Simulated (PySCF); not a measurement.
**Nd (neodymium, neutral) across methods**

[Xe] 4f4 6s2, one real determinant. Computed with PySCF 2.14 in ANO-RCC-VTZP, with the spin-free X2C one-electron Hamiltonian (Gaussian nucleus).

```
method  E (hartree)  mean ε 4f α (eV)  mean ε 6s α (eV)  mean ε 6s β (eV)  Σ⟨r²⟩ (bohr²)   ⟨S²⟩
  PBE0     -9622.57            -5.064            -4.018            -3.860          89.15  6.003
   LDA     -9615.20            -2.727            -3.677            -3.495          86.91  6.003
r2SCAN     -9622.92            -3.346            -3.635            -3.368          90.57  6.012
   UHF  -9619.22291           -11.834            -4.797            -4.658          94.86  6.005
   PBE     -9622.60            -2.744            -3.541            -3.362          88.31  6.003
```

⟨L²⟩ = 34.01 against 42 for a pure I term, so this real determinant mixes terms. Spin-orbit coupling, absent here, splits the open shell strongly.
